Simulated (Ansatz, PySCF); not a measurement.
Spin states of CoO2 (SMILES [O]=[Co]=[O]), each relaxed with B3LYP-D3(BJ)/def2-TZVP.
State 1 (charge 0, multiplicity 4):
```xyz
3

Co     0.0192     0.0204    -0.0481
O      1.2741     0.2139    -1.0761
O     -1.3264    -0.1869     1.0538
```
State 2 (charge 0, multiplicity 2):
```xyz
3

Co     0.2053    -0.1485     0.1957
O      1.0178     0.2761    -1.0702
O     -1.2563    -0.0802     0.8042
```

Singlets are restricted, other states unrestricted; no spin–orbit coupling, no relativity up to Kr; see below for the cores. The largest T1 diagnostic is 0.068.

Run with Ansatz (Gaussian orbitals); PySCF for the dispersion terms. Each number belongs to the level named beside it.

```
level                   energy of the multiplicity-2 state less that of the multiplicity-4 state (kJ/mol)
----------------------  ---------------------------------------------------------------------------------
SVWN5/def2-TZVPP                                                                                      ___
PBE/def2-TZVPP                                                                                      -81.0
PBE-D3(BJ)/def2-TZVPP                                                                               -81.1
PBE-D4/def2-TZVPP                                                                                   -81.2
BLYP/def2-TZVPP                                                                                     -75.7
BLYP-D3(BJ)/def2-TZVPP                                                                              -76.1
BLYP-D4/def2-TZVPP                                                                                  -76.4
```

**Question.** Fill in the missing entries.

**Answer.** 
- SVWN5/def2-TZVPP, energy of the multiplicity-2 state less that of the multiplicity-4 state (kJ/mol): -131.5

Doubts at one or more of the structures used: a spin-contaminated determinant (SVWN5/def2-TZVPP, PBE/def2-TZVPP, PBE-D3(BJ)/def2-TZVPP, PBE-D4/def2-TZVPP, BLYP/def2-TZVPP, BLYP-D3(BJ)/def2-TZVPP, BLYP-D4/def2-TZVPP).

Ansatz is a program for electronic structure.
